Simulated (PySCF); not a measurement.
# Energy and ionisation energy along a bond of FH2Si cation

Calculated results; nothing here was measured. The program is PySCF 2.14.0, an open-source quantum chemistry code, run on an isolated molecule that a program drew, which may never have been made. The molecule is FH2Si cation (charge +1, singlet), drawn as the SMILES string `F[SiH2+]`.

The structure below is the HF double-zeta minimum with every atom moved a little at random, so it isn't optimised. Bond Si2-H3 is then set to each length in the table by shifting atom 3 along it, with nothing else relaxed.
```xyz
4
FH2Si cation, angstrom
F    -0.4325    1.0332    0.5827
Si    0.8759    0.9445    1.2943
H     1.1627   -0.2314    1.9333
H     1.6990    2.3617    1.4856
```

E is the energy above the same method's energy at the HF double-zeta minimum. IE is the energy to remove one electron at fixed geometry, to the doublet state of charge +2, as a difference of total energies. The basis family is cc-pV(n+d)Z, with UHF for radicals and no spin-orbit coupling. Best is HF at quadruple zeta, plus MP2 correlation extrapolated from triple and quadruple zeta, plus CCSD(T) minus MP2 at triple zeta, with a frozen core. The other columns are at triple zeta.

```
bond (Å),E B3LYP (kcal/mol),E CCSD (kcal/mol),E CCSD(T) (kcal/mol),E best (kcal/mol),IE B3LYP (eV),IE CCSD (eV),IE CCSD(T) (eV),IE best (eV),T1
1.2277,26.19,25.97,26.21,26.23,20.596,20.804,20.760,20.880,0.013
1.3687,10.36,10.25,10.40,10.32,20.385,20.606,20.563,20.683,0.013
1.3947,?,?,?,?,?,?,?,?,?
1.4697,7.94,8.04,8.11,8.00,20.193,20.412,20.371,20.491,0.014
1.5967,11.02,11.49,11.44,11.34,19.902,20.107,20.070,20.193,0.014
1.9067,31.43,32.77,32.30,32.27,19.032,19.194,19.181,19.307,0.015
```

T1 is the CCSD diagnostic of the starting molecule.

**Estimate the best E and IE at 1.3947 Å from the other rows.**

A least-squares cubic in the inverse of the bond length through the other values of E best gives 9.16 kcal/mol there. A least-squares quadratic in the bond length through IE best gives 20.629 eV. The calculation gives 9.17 kcal/mol and 20.637 eV, so the fits miss by 0.01 kcal/mol and 0.008 eV. The same recipe one zeta lower moves these two values by 0.43 kcal/mol and 0.03 eV, a gauge of their own error. The rest of the row: E is 9.19 (B3LYP), 9.12 (CCSD), 9.26 (CCSD(T)); IE is 20.339 (B3LYP), 20.561 (CCSD), 20.517 (CCSD(T)); T1 is 0.013.
